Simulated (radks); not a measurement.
The numbers below are computed, except where a source is named.
All-electron atom: Pm+ in [Xe] 4f(up 2.5, down 2.5) 6s(up 1, down 0) (fractional occupations, a model configuration). Level of theory: scalar-relativistic Kohn-Sham, PBE, spin-polarised, spherical densities, finite nucleus; Fermi nuclear charge, rms radius 4.962 fm (a radial shooting solver on a logarithmic mesh with Libxc functionals).

Unscreened Slater integrals over Kohn-Sham orbitals (hartree). They are taken over the spin-up orbitals.

F0(4f,4f): 0.90239
F2(4f,4f): 0.40985
F4(4f,4f): 0.25368
F6(4f,4f): 0.18156
F0(4f,6s): 0.29430
G3(4f,6s): 0.014073
F0(4f,5p): 0.62082
F2(4f,5p): 0.22742
G2(4f,5p): 0.13624
G4(4f,5p): 0.10112
F0(4f,5s): 0.69801
G3(4f,5s): 0.15064
F0(6s,6s): 0.22842
F0(6s,5p): 0.28272
G1(6s,5p): 0.022542
F0(6s,5s): 0.28737
G0(6s,5s): 0.012024
F0(5p,5p): 0.53238
F2(5p,5p): 0.28596
F0(5p,5s): 0.57192
G1(5p,5s): 0.38077
F0(5s,5s): 0.62420

Derived for the open shells (J is the average intra-shell exchange parameter used in DFT+U). 4f: F4/F2 = 0.619, F6/F2 = 0.443, J = (286 F2 + 195 F4 + 250 F6)/6435 = 0.03296 hartree.
